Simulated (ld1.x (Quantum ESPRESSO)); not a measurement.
# Reading a pseudo-wave (As)

Columns: radius, all-electron u(r) and pseudo u(r) of the 4p shell (level -5.36 eV) of arsenic in the configuration [Ar] 3d10 4s1.75 4p3.25; PBEsol, scalar-relativistic, ultrasoft scheme, ld1.x (Quantum ESPRESSO) 7.5.

```json
{"r (bohr)": "0.093", "all-electron": "0.1695", "pseudo": "0.0045"}
{"r (bohr)": "0.185", "all-electron": "0.0682", "pseudo": "0.0177"}
{"r (bohr)": "0.278", "all-electron": "-0.1296", "pseudo": "0.0393"}
{"r (bohr)": "0.370", "all-electron": "-0.2546", "pseudo": "0.0683"}
{"r (bohr)": "0.463", "all-electron": "-0.2833", "pseudo": "0.1041"}
{"r (bohr)": "0.555", "all-electron": "-0.2391", "pseudo": "0.1451"}
{"r (bohr)": "0.648", "all-electron": "-0.1515", "pseudo": "0.1906"}
{"r (bohr)": "0.740", "all-electron": "-0.0453", "pseudo": "0.2386"}
{"r (bohr)": "0.833", "all-electron": "0.0667", "pseudo": "0.2887"}
{"r (bohr)": "0.925", "all-electron": "0.1732", "pseudo": "0.3386"}
{"r (bohr)": "1.018", "all-electron": "0.2717", "pseudo": "0.3883"}
{"r (bohr)": "1.110", "all-electron": "0.3578", "pseudo": "0.4357"}
{"r (bohr)": "1.203", "all-electron": "0.4326", "pseudo": "0.4809"}
{"r (bohr)": "1.295", "all-electron": "0.4949", "pseudo": "0.5223"}
{"r (bohr)": "1.388", "all-electron": "0.5465", "pseudo": "0.5601"}
{"r (bohr)": "1.480", "all-electron": "0.5874", "pseudo": "0.5928"}
{"r (bohr)": "1.573", "all-electron": "0.6193", "pseudo": "0.6207"}
{"r (bohr)": "1.665", "all-electron": "0.6425", "pseudo": "0.6427"}
{"r (bohr)": "1.758", "all-electron": "0.6587", "pseudo": "0.6587"}
{"r (bohr)": "1.850", "all-electron": "0.6683", "pseudo": "0.6683"}
{"r (bohr)": "1.943", "all-electron": "0.6724", "pseudo": "0.6724"}
{"r (bohr)": "2.035", "all-electron": "0.6718", "pseudo": "0.6718"}
{"r (bohr)": "2.128", "all-electron": "0.6671", "pseudo": "0.6671"}
{"r (bohr)": "2.220", "all-electron": "0.6591", "pseudo": "0.6591"}
{"r (bohr)": "2.313", "all-electron": "0.6483", "pseudo": "0.6483"}
{"r (bohr)": "2.405", "all-electron": "0.6353", "pseudo": "0.6353"}
```

**Question.** How many radial nodes do the two functions have?

**Answer.** The all-electron 4p function has n − l − 1 = 2; the pseudo-wave has 0, since the states of the same l below it are removed with the core.

**Question.** At about which radius was the pseudo-wave matched?

**Answer.** 1.75 bohr, where the columns begin to agree (steps of 0.09 bohr).

**Question.** Where does each function peak?

**Answer.** Outermost all-electron maximum near 1.94 bohr, pseudo maximum near 1.94 bohr (to the table’s step).

**Question.** Is the pseudo-wave norm-conserving?

**Answer.** No, it belongs to an ultrasoft set: the norm inside the radius is not constrained, and the difference is carried by the augmentation charge.
